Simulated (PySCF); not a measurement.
Compound: [SiF5]- (charge -1).
Geometry (PBE0-D3(BJ)/def2-SVP, Å), atoms numbered from 1 in this order:
```xyz
6
SiF5 angstrom
Si     0.0005   -0.0003    0.0004
F      0.0001   -0.0009    1.6758
F      0.0064    0.0016   -1.6750
F      1.6507    0.0069    0.0021
F     -0.8348    1.4223   -0.0001
F     -0.8230   -1.4296   -0.0032
```

The closed-shell ground state was solved at several levels (PySCF, density fitting, gas phase, non-relativistic). The geometry's basis has no diffuse functions, a weakness for an anion. No diffuse functions stand in pcSseg-1, which bears on an anion's orbital energies.

```json
{"level": "wB97X-D/pcSseg-1", "basis functions": "109", "total energy (Eh)": "-788.8912", "HOMO (eV)": "-6.89", "LUMO (eV)": "9.07", "gap (eV)": "15.96"}
{"level": "PBE0/pcSseg-1", "basis functions": "109", "total energy (Eh)": "-788.4406", "HOMO (eV)": "-4.85", "LUMO (eV)": "7.17", "gap (eV)": "12.02"}
```

Task: What might B3LYP/def2-SVPD (139 basis functions) give for the same quantities?

Result: Total energy -788.6643 Eh, HOMO -5.03 eV, LUMO 4.31 eV, gap 9.34 eV.

Task: Over all these levels, which gives the widest orbital gap and which the narrowest?

Result: wB97X-D/pcSseg-1 (range-separated hybrid) has the widest, 15.96 eV, and B3LYP/def2-SVPD (global hybrid, 20 % exact exchange) the narrowest, 9.34 eV. Functional and basis both differ between the two, so the spread mixes both effects.

Note: wB97X-D ran without an empirical dispersion term, which enters the total energy and its gradient alone.
